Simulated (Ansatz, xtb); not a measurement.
Spectroscopic constants of Ir₂, multiplicity 5 (lowest of 2S+1 = 1, 3, 5, 7 at PBE0/def2-TZVPP; our sources give no spin for the ground state, which may be another). No spin–orbit coupling.

Constants: fifth-degree fit in 1/R to seven points, most abundant isotopes. Runs in def2 and cc sets follow the lowest solution found near the PBE0 minimum.

The values were computed with Ansatz (Gaussian basis) for Hartree–Fock, density functionals and correlated methods; xtb for the GFN methods. Each number belongs to the level named beside it. In def2 rows elements past Kr take small-core potentials, without spin–orbit coupling. The GFN methods have no spin term and hold the electronic entropy of 300 K.

```csv
level,r_e (Å),ω_e (cm⁻¹),ω_e x_e (cm⁻¹),α_e (cm⁻¹)
GFN1-xTB,2.309,275,1.1,0.00013
GFN2-xTB,2.271,318,0.56,7.6e-5
SVWN5/def2-TZVPP,2.187,299,0.42,6.7e-5
PBE/def2-TZVPP,2.215,283,0.42,6.9e-5
r2SCAN/def2-TZVPP,2.190,298,0.42,6.7e-5
B97M-V/def2-TZVPP,2.221,276,0.41,6.8e-5
B3LYP/def2-TZVPP,2.217,285,0.40,6.5e-5
BHLYP/def2-TZVPP,2.307,256,0.37,6.0e-5
CAM-B3LYP/def2-TZVPP,2.226,269,0.39,5.7e-5
wB97X-V/def2-TZVPP,2.221,275,0.40,6.0e-5
wB97M-V/def2-TZVPP,2.228,272,0.42,6.1e-5
B2PLYP/def2-TZVPP,2.299,245,0.43,6.8e-5
```

Correlated levels freeze the inner cores; with def2 sets outer-core shells near the valence are correlated too.

Ansatz is a first-principles code.
